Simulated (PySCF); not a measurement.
C3H4F2Si, SMILES C#CC(F)(F)[SiH3].

Geometry: PBE0-D3(BJ)/def2-SVP. This is a generated structure with no PubChem entry under its InChIKey; it may be hypothetical.

Computed with SMD-B3LYP/def2-SVP in PySCF.

Solvation free energies are E(SMD) − E(gas) at the gas-phase geometry, for 1 M in both phases. In vacuum the dipole moment is 2.14 D.

Question: Rank water, dimethylsulfoxide, acetone by solvation free energy, most negative first.

Answer: acetone (-2.2 kcal/mol), dimethylsulfoxide (-0.4 kcal/mol), water (2.0 kcal/mol)
